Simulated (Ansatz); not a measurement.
Program: Ansatz. Geometries: PBE0-D4/def2-TZVP. ΔE: electronic, gas phase. CCSD(T)/CBS is the MP2 limit (def2-TZVPP, def2-QZVPP) plus CCSD(T) − MP2 in def2-TZVPP, frozen cores. DFT in def2-TZVPP. HSE06 is defined as in plane-wave codes. One conformer a species, not always the lowest.

Reaction (redistribution): `F[SiH2]C[SiH2]F` + `F[SiH]1CC1` → `F[SiH2]C[SiH3]` + `F[C@H]1C[Si@@H]1F`

```
         level  ΔE (kJ/mol)
         HSE06        226.7
CCSD/CBS(def2)        245.2
```

What does CCSD(T)/CBS give? (Estimate.)

Ansatz gave: +243.0 kJ/mol. The listed levels differ from it by -16.3, 2.2 kJ/mol.

Largest T1 diagnostic among the species: 0.012.

At CCSD(T), def2-SVP lies −30.0 kJ/mol from the extrapolated value and def2-TZVPP −4.3 kJ/mol. Leaving LDA and LC-ωPBE aside and taking each functional with its dispersion term where it has one, the values, not all of them listed here, spread over 24.7 kJ/mol, from revPBE-D4 to PBE-QIDH.

CCSD(T)/CBS has its own doubt, a few kJ/mol and more with outer-core shells, so smaller differences from it don't rank the levels.
